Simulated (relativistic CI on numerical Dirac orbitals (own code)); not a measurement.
**Crystal-field levels of Ti3+, 3d**

Calculated by Dirac-Coulomb-Breit CI, orbitals from a KLI potential per configuration, model QED, valence Slater integrals scaled by 0.65, one configuration in a parametric crystal field (own radial code).

Field parameters in Wybourne normalisation: D4h B²₀ = −7Ds, B⁴₀ = 21(Dq − Dt), B⁴₄ = 21√(5/14) Dq. The field is a parameter set, without covalency.

S is read from ⟨S²⟩ = S(S + 1).

Levels (cm⁻¹, degeneracy): 0 (2), 140 (2), 6062 (2), 11045 (2), 16815 (2).

Question: Which field gives this pattern?
A. D4h, 10Dq = 21500, Ds = 1800, Dt = 830 cm⁻¹
B. D4h, 10Dq = 30050, Ds = 2540, Dt = 190 cm⁻¹
C. D4h, 10Dq = 10750, Ds = 1680, Dt = -190 cm⁻¹
D. D4h, 10Dq = 12700, Ds = 2080, Dt = 1050 cm⁻¹

Answer: C. D4h, 10Dq = 10750, Ds = 1680, Dt = -190 cm⁻¹, ground level with S = 0.50.
